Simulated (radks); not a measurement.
The numbers below are computed, except where a source is named.
Valence configurations of Pb II. Level of theory: Dirac Kohn-Sham, PBE, spin-unpolarised, spherical densities, finite nucleus; open shells fill j = l - 1/2 first; Fermi nuclear charge, rms radius 5.5012 fm (a radial shooting solver on a logarithmic mesh with Libxc functionals). Energies are relative to [Hg] 6p1; eigenvalues in eV.

valence                     E (eV)  e(4f5/2)  e(4f7/2)  e(5d3/2)  e(5d5/2)  e(6p1/2)
[Hg] 6p1                     0.000   -142.46   -137.43   -29.878   -27.290   -10.938
[Xe] 4f13 5d10 6s2 6p2      135.14   -161.54   -156.37   -35.925   -33.032   -12.450
[Xe] 4f13 5d9 6s2 6p3       159.56   -168.05   -162.87   -40.844   -37.820   -14.206
[Xe] 4f14 5d9 6s2 6p2       17.663   -148.03   -143.00   -34.030   -31.318   -12.344
[Xe] 4f14 5d9 6s1 6p3       28.407   -150.02   -144.99   -35.866   -33.130   -13.332
[Xe] 4f14 5d10 6s1 6p2       7.973   -143.81   -138.78   -31.121   -28.515   -11.588
[Xe] 4f14 5d10 6p3          18.115   -145.81   -140.78   -32.986   -30.355   -12.596
[Xe] 4f13 5d10 6s1 6p3      146.06   -163.55   -158.38   -37.794   -34.878   -13.453
[Xe] 4f14 5d10 6s1.5 6p1.5   3.967   -143.14   -138.11   -30.508   -27.911   -11.268
[Xe] 4f14 5d9.5 6s1.5 6p2   12.613   -145.90   -140.87   -32.569   -29.910   -11.966

NIST lists [Hg] 6p1 as the ground configuration; this level of theory agrees among the configurations tried. The energies are those of spherical spin-averaged densities, not of single terms.
